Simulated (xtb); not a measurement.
I₂Sn, charge -1, doublet, geometry from GFN2-xTB (such geometries of metal compounds can be far from the true shape) (a state made from the parent by changing its charge; the spin is typed, not shown lowest); GFN2-xTB (xtb).

xtb was given this input:
```
$ xtb mol.xyz --gfn 2 --chrg -1 --uhf 1 --json

# file mol.xyz
3

Sn    -0.00062870    -0.00460457     1.21175688
I      1.13463361    -1.92671362    -0.57832450
I     -1.13404050     1.93105755    -0.56484237
```

What the program printed (banner, timings and long lists left out):

```
   ID    Z sym.   atoms
    1   50 Sn     1
    2   53 I      2, 3

           -------------------------------------------------
          |                Calculation Setup                |
           -------------------------------------------------

           -------------------------------------------------
          |                 G F N 2 - x T B                 |
           -------------------------------------------------

          ...................................................
          :                      SETUP                      :
          :.................................................:
          :  # basis functions                  30          :
          :  # atomic orbitals                  27          :
          :  # shells                            9          :
          :  # electrons                        19          :
          :  max. iterations                   250          :
          :  Hamiltonian                  GFN2-xTB          :
          :  restarted?                      false          :
          :  GBSA solvation                  false          :
          :  PC potential                    false          :
          :  electronic temp.          300.0000000     K    :
          :  accuracy                    1.0000000          :
          :  -> integral cutoff          0.2500000E+02      :
          :  -> integral neglect         0.1000000E-07      :
          :  -> SCF convergence          0.1000000E-05 Eh   :
          :  -> wf. convergence          0.1000000E-03 e    :
          :  Broyden damping             0.4000000          :
          :  net charge                         -1          :
          :  unpaired electrons                  1          :
          ...................................................

 iter      E             dE          RMSdq      gap      omega  full diag
   1     -6.5815705 -0.658157E+01  0.450E+01    2.06       0.0  T
   2     -4.7775796  0.180399E+01  0.825E+01    0.05       1.0  T
   3     -9.4592891 -0.468171E+01  0.510E+01    1.52       1.0  T
   4     -9.4426519  0.166372E-01  0.487E+01    1.51       1.0  T
   5     -9.9757154 -0.533063E+00  0.237E+01    2.02       1.0  T
   6    -10.0311563 -0.554409E-01  0.217E+01    2.06       1.0  T
   7    -10.0542345 -0.230783E-01  0.125E+01    2.09       1.0  T
   8    -10.0893130 -0.350785E-01  0.419E+00    2.14       1.0  T
   9    -10.0869229  0.239008E-02  0.157E+00    2.20       1.0  T
[...]
         :: total energy             -10.093130003570 Eh    ::
[...]
        18                          0.2560629               6.9678
        19                          0.2589710               7.0470
        20                          0.2613629               7.1120
        21                          0.2754334               7.4949
       ...                                ...                  ...
        27                          0.9961733              27.1073
      -------------------------------------------------------------
                  HL-Gap            0.0799302 Eh            2.1750 eV
             Fermi-level           -0.1050403 Eh           -2.8583 eV

     #   Z          covCN         q      C6AA      α(0)
     1  50 Sn       1.697     0.021   474.901    46.849
     2  53 I        0.851    -0.510   411.463    35.017
     3  53 I        0.851    -0.510   411.463    35.017

 Mol. C6AA /au·bohr⁶  :       3858.533891
 Mol. C8AA /au·bohr⁸  :     397360.093386
 Mol. α(0) /au        :        116.883010

Wiberg/Mayer (AO) data.
largest (>0.10) Wiberg bond orders for each atom

 ---------------------------------------------------------------------------
     #   Z sym  total        # sym  WBO       # sym  WBO       # sym  WBO
 ---------------------------------------------------------------------------
     1  50 Sn   1.633 --     3 I    0.816     2 I    0.816
     2  53 I    0.823 --     1 Sn   0.816
     3  53 I    0.823 --     1 Sn   0.816
 ---------------------------------------------------------------------------

Topologies differ in total number of bonds
Writing topology from bond orders to xtbtopo.mol

molecular dipole:
                 x           y           z       tot (Debye)
 q only:       -0.001      -0.004       1.151
   full:       -0.001      -0.008       2.082       5.291
molecular quadrupole (traceless):
                xx          xy          yy          xz          yz          zz
 q only:        2.632      11.966     -10.679       0.043      -0.065       8.047
  q+dip:        4.653      19.730     -17.294       0.071      -0.104      12.641
   full:        3.349      18.014     -16.689       0.063      -0.105      13.340

           -------------------------------------------------
          | TOTAL ENERGY              -10.093130003570 Eh   |
          | GRADIENT NORM               0.000000342117 Eh/α |
          | HOMO-LUMO GAP               2.175010644574 eV   |
           -------------------------------------------------

normal termination of xtb
```
